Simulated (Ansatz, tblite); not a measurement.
Removing and adding an electron: `C[Si](C)(C)C#Cc1cnc(-c2cnc(-c3cnc(C#C[Si](C)(C)C)nc3)nc2)nc1`. The state is a singlet with charge 0. Geometry: r2SCAN-D4/def2-SVP. Ansatz, gas phase; energy differences of separate SCF runs; the oxidised species was run as a doublet alone; the reduced species was run as a doublet alone.

```xyz
54

C     7.536   -3.766   -6.498
Si    7.143   -1.931   -6.588
C     8.645   -0.900   -6.134
C     6.503   -1.468   -8.291
C     5.809   -1.571   -5.358
C     4.924   -1.331   -4.540
C     3.903   -1.055   -3.598
C     2.734   -1.844   -3.491
N     1.779   -1.587   -2.610
C     1.952   -0.527   -1.799
C     0.893   -0.241   -0.821
C     0.973    0.839    0.076
N     0.018    1.102    0.960
C    -1.050    0.284    0.971
C    -2.110    0.570    1.949
C    -2.029    1.651    2.847
N    -2.982    1.917    3.733
C    -4.048    1.093    3.737
C    -5.083    1.373    4.687
C    -5.969    1.612    5.501
Si   -7.302    1.972    6.728
C    -6.564    1.801    8.447
C    -7.903    3.728    6.432
C    -8.692    0.736    6.470
N    -4.234    0.031    2.927
C    -3.271   -0.220    2.048
N    -1.227   -0.776    0.161
C    -0.267   -1.031   -0.720
N     3.020    0.291   -1.815
C     3.974    0.032   -2.697
H     6.649   -4.375   -6.734
H     7.883   -4.049   -5.491
H     8.330   -4.028   -7.217
H     9.470   -1.082   -6.843
H     8.410    0.176   -6.156
H     9.007   -1.148   -5.123
H     7.268   -1.667   -9.060
H     6.241   -0.399   -8.341
H     5.603   -2.049   -8.550
H     2.594   -2.709   -4.150
H     1.847    1.501    0.055
H    -1.152    2.308    2.828
H    -6.181    0.781    8.614
H    -5.729    2.504    8.591
H    -7.324    2.010    9.219
H    -8.699    3.992    7.147
H    -7.081    4.452    6.551
H    -8.308    3.841    5.413
H    -9.514    0.915    7.183
H    -9.103    0.812    5.450
H    -8.334   -0.296    6.613
H    -3.401   -1.079    1.380
H    -0.400   -1.891   -1.387
H     4.846    0.698   -2.708
```

The xTB rows come from tblite. Single mean-field runs in def2-TZVP are fitted with def2-universal-jkfit. HOMO above LUMO, or a gap near zero within one spin, warns that the state may not be the lowest or that an electron is smeared out.

Task: Estimate orbital energies and vertical ionisation energies and electron affinities at: GFN1-xTB; GFN2-xTB; PBE-D4/def2-TZVP; B97M-V/def2-TZVP; PBE0-D4/def2-TZVP.

Result: 
| level | −HOMO (eV) | vertical IE (eV) | −LUMO (eV) | vertical EA (eV) | HOMO–LUMO gap (eV) | IE − EA (eV) | remarks |
| --- | --- | --- | --- | --- | --- | --- | --- |
| GFN1-xTB | 11.20 | 12.66 | 9.09 | 7.44 | 2.11 | 5.21 | – |
| GFN2-xTB | 9.87 | 11.59 | 8.43 | 6.70 | 1.44 | 4.90 | – |
| PBE-D4/def2-TZVP | 5.65 | 7.43 | 3.50 | 1.97 | 2.16 | 5.46 | gap within one spin near zero (+1 doublet) |
| B97M-V/def2-TZVP | 6.06 | 7.49 | 3.30 | 1.78 | 2.77 | 5.71 | – |
| PBE0-D4/def2-TZVP | 6.83 | 7.88 | 2.81 | 1.79 | 4.02 | 6.09 | – |

   Raw xTB energy differences between charge states are shifted by several eV; the methods need an empirical correction for them. Sets without diffuse functions give affinities that are too small.
